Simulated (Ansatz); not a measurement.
`[BH2][GaH][OH]` → B• + Ga• + 4 H• + O•  (atomization)

Computed with Ansatz on PBE0-D4/def2-TZVP structures; ΔE is electronic, products minus reactants. CCSD(T)/CBS is the MP2 limit (def2-TZVPP, def2-QZVPP) plus CCSD(T) − MP2 in def2-TZVPP, frozen cores. This one scheme is used for every species, atoms too. Functionals use def2-TZVPP. No spin–orbit coupling; open shells (•) take unrestricted orbitals. Spin–orbit coupling would lower the free atoms: a little for B, O; clearly for Ga. Bonds to Ga are less sure, by a few kJ/mol each and by 10 to 20 or more in all where they break to atoms, as the def2 sets lack core-valence functions. Scalar relativity is left out up to krypton. One conformer a species, not always the lowest.

```
         species  PBE-D4 energy (Eh)
`[BH2][GaH][OH]`         -2026.93249
              B•           -24.61008
             Ga•         -1924.51515
              H•            -0.49962
              O•           -75.00967
```

**Question.** Work out ΔE.

**Answer.** ΔE = 4 × (-0.49962) + (-24.61008) + (-1924.51515) + (-75.00967) − (-2026.93249) = 0.79911 Eh = +2098.1 kJ/mol. CCSD(T)/CBS gives +2094.9 kJ/mol.

Largest T1 diagnostic among the species: 0.015.

At CCSD(T), def2-SVP lies −130.2 kJ/mol from the extrapolated value and def2-TZVPP −44.1 kJ/mol: correlation converges slowly with the basis, and small sets miss more of it in the bonded molecule than in its fragments. Leaving LDA and LC-ωPBE aside and taking each functional with its dispersion term where it has one, the values, not all of them listed here, spread over 76.7 kJ/mol, from BHLYP-D4 to r2SCAN-D4. LDA lies +283.0 kJ/mol from PBE without D4, its usual overbinding. From r2SCAN to r2SCAN0 (25 % exact exchange), in def2-TZVPP and without D4, ΔE moves by −38.5 kJ/mol: exact exchange takes away binding that semilocal exchange gives to molecules.

For atomizations the MP2-based limit and the directly extrapolated one differ by several kJ/mol either way, and by 10 to 25 for some Ge, Se and Sn compounds, so smaller differences from it don't rank the levels.
